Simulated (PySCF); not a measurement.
PySCF input:

```python
from pyscf import gto, scf, dft

mol = gto.M(
    atom='''
    Ge    0.22730056   -0.19776560   -0.01407944
    F     0.78367187    1.44501103    0.01262969
    F    -0.84716950   -0.33099937   -1.36934336
    F    -0.74468214   -0.41084510    1.40677390
    ''',
    basis='def2-tzvpd',
    charge=0,
    spin=1,
    verbose=4,
)

mf = dft.UKS(mol, xc='m062x').density_fit(auxbasis='def2-universal-jkfit')
mf.grids.level = 4
mf.conv_tol = 1e-9
mf.max_cycle = 100
mf.max_memory = 1500
mf.kernel()
if not mf.converged:
    mf = mf.newton()
    mf.kernel(mf.make_rdm1())
for _ in range(2):
    mo, _, stable, _ = mf.stability(return_status=True)
    if stable:
        break
    mf.kernel(mf.make_rdm1(mo, mf.mo_occ))
mf.analyze()
```

### Question
Predict the final energy.

### Answer
-2376.66430 Eh (M06-2X/def2-TZVPD).

It need not be the lowest isomer of its formula.
